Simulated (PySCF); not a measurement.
## NaAs⁻: frontier orbitals

LC-ωPBE at R = 2.921 Å; basis Na def2-SVPD, As def2-SVPD; no relativity; PySCF 2.14. State: ⁴Σ⁻ (quartet), unpaired electrons σ ↑, π ↑↑. Only the outer orbitals are listed, counted within each symmetry.

```tsv
spin	orbital	occ.	ε (eV)	on Na (%)	main shells (%)
α	4π	1	-29.92	100	100 Na p
α	4π	1	-29.92	100	100 Na p
α	9σ	1	-29.82	100	100 Na p
α	10σ	1	-14.08	1	99 As s
α	5π	1	-4.19	3	97 As p
α	5π	1	-4.19	3	97 As p
α	11σ	1	-3.63	18	82 As p, 14 Na s
α	12σ	1	-0.86	92	56 Na s, 36 Na p
α	6π	0	3.65	98	98 Na p
α	6π	0	3.65	98	98 Na p
β	4π	1	-29.89	100	100 Na p
β	4π	1	-29.89	100	100 Na p
β	9σ	1	-29.80	100	100 Na p
β	10σ	1	-11.42	2	98 As s
β	11σ	1	-2.76	25	76 As p, 18 Na s
β	12σ	0	3.63	93	70 Na s, 22 Na p
β	5π	0	3.63	88	88 Na p, 12 As p
β	5π	0	3.63	88	88 Na p, 12 As p
```

Which are the highest filled and the lowest empty level, where do they sit, and how wide is the gap?

Highest filled α 12σ at -0.86 eV (in %: 56 Na s, 36 Na p); lowest empty β 12σ at 3.63 eV (in %: 70 Na s, 22 Na p); the gap at LC-ωPBE is 4.49 eV. An empty level above zero is unbound, and its energy depends on the basis.

* bond order (Mayer): 0.81
* ⟨S²⟩: 3.758
* charge on Na (Mulliken, basis-dependent): -0.43
* charge on Na (Löwdin, basis-dependent): -0.57
* dipole moment (positive dipole points towards As; it is taken about the centre of mass and depends on that origin): 6.84 D

Spin–orbit coupling is left out. The state was picked by a PBE0 search and need not be the measured ground state.
